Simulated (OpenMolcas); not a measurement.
**Te: effect of the basis set**

```
Program             : OpenMolcas 26.06
Method              : CASSCF
Active space        : 6 electrons in 4 orbitals (5s 5p)
State averaging     : 2S+1 = 3 even, 3 roots; 2S+1 = 1 even, 6 roots; 2S+1 = 3 odd, 3 roots (0 in the spin-orbit step)
Spin-orbit coupling : state interaction with AMFI integrals over the reference wave functions, term energies averaged over their components
```

A. ANO-R1 [6s5p3d1f], X2C, finite nucleus; cost roughly 7 core-seconds
B. ANO-RCC-VDZP [6s5p3d1f], DKH2, point nucleus; cost of the order of 11 core-seconds
C. ANO-RCC-VTZP [7s6p4d2f1g], DKH2, point nucleus; cost roughly 8 core-seconds
D. ANO-R2 [7s6p4d2f1g], X2C, finite nucleus; cost about 10 core-seconds
E. ANO-RCC-VQZP [8s7p5d3f2g], DKH2, point nucleus; cost of the order of 13 core-seconds
F. ANO-R3 [8s7p5d4f3g2h], X2C, finite nucleus; cost roughly 29 core-seconds

Energies in cm⁻¹ above 5s² 5p⁴ ³P₂, the measured ground level; measured values from NIST Handbook of Basic Atomic Spectroscopic Data.

```json
{"Level": "5s² 5p⁴ ³P₂", "A": "0.0", "B": "0.0", "C": "0.0", "D": "0.0", "E": "0.0", "F": "0.0", "Measured": "0.0"}
{"Level": "5s² 5p⁴ ³P₁", "A": "4018", "B": "4228", "C": "4185", "D": "4223", "E": "4217", "F": "4177", "Measured": "4751"}
{"Level": "5s² 5p⁴ ³P₀", "A": "4347", "B": "4459", "C": "4412", "D": "4442", "E": "4440", "F": "4412", "Measured": "4706"}
{"Level": "5s² 5p⁴ ¹D₂", "A": "12408", "B": "12352", "C": "12345", "D": "12397", "E": "12377", "F": "12335", "Measured": "10558"}
{"Level": "5s² 5p⁴ ¹S₀", "A": "22398", "B": "22183", "C": "22151", "D": "22262", "E": "22205", "F": "22145", "Measured": "23198"}
```

Deviations, from unrounded energies. A percentage is the sum of absolute deviations over the sum of measured energies, with the sign that they share, or ± where signs differ.

| Against measurement | Levels | A | B | C | D | E | F |
| --- | --- | --- | --- | --- | --- | --- | --- |
| mean absolute deviation (cm-1) | 4 | 940 | 890 | 920 | 890 | 900 | 920 |
| fine structure of the ground term (%) | 2 | -11.5 | -8.1 | -9.1 | -8.4 | -8.5 | -9.2 |
| other terms of the ground configuration (%) | 2 | ±7.9 | ±8.3 | ±8.4 | ±8.2 | ±8.3 | ±8.4 |

A, B, C, D, E, F lie about equally close to measurement. The largest miss of D in the table is 5s² 5p⁴ ¹D₂, by +1800 cm-1. The ranking rests on the paired levels alone, and a cruder setting can come out closer through cancelling errors.

Among A to F the level of the table that moves most is 5s² 5p⁴ ¹S₀, by 250 cm-1 (lowest in F, highest in A).

Some high roots are left out of the spin-orbit mixing, which shifts the levels that they would mix with. Measured partners are found by configuration, term and J. A level has none where our copy of the source lacks it or the pairing is in doubt (some pairs that miss far off the trend of their configuration count as doubtful), and it then counts in no deviation. Only configurations of the active space appear.
